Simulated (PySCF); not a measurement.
H5NOSiZn, SMILES [NH2][Zn][O][SiH3]. Atoms are numbered in the order given.

```xyz
9

Zn    -0.3656     0.4426     0.5952
N     -1.3156     1.1052     1.9868
H     -1.0763     0.7385     2.9054
H     -2.3282     1.0540     1.9007
O      0.6396     0.0101    -0.7934
Si     1.0608    -1.2710    -1.7224
H     -0.1290    -1.9027    -2.3877
H      1.7340    -2.3512    -0.9243
H      2.0079    -0.8408    -2.7966
```
Charge 0, spin multiplicity 1.

Geometry: PBE0-D3(BJ)/def2-SVP. The structure was generated by enumeration; whether it is a known compound was not checked. Other conformers were not sampled.

Two levels are set side by side: PBE/pcSseg-1 (PySCF) and B3LYP/pcSseg-1 (PySCF). GIAO shifts against H2O (¹⁷O), NH3 (¹⁵N), TMS (²⁹Si), TMS (¹H) at the same level; non-relativistic, no solvent, atoms listed together averaged. Differences are taken from unrounded values.

| quantity | B3LYP | PBE | PBE minus B3LYP |
|---|---|---|---|
| δ(¹⁵N) of N2 (ppm) | -25.2 | -18.3 | 6.8 |
| δ(¹H) of H3, H4 (ppm) | -0.46 | -0.40 | 0.07 |
| δ(¹⁷O) of O5 (ppm) | 1.5 | 11.8 | 10.3 |
| δ(²⁹Si) of Si6 (ppm) | -44.2 | -38.6 | 5.6 |
| δ(¹H) of H7, H8, H9 (ppm) | 5.38 | 5.73 | 0.35 |

Rough cost on one machine, each run with all the roots and properties that it gave: B3LYP against PBE within a factor of 2.
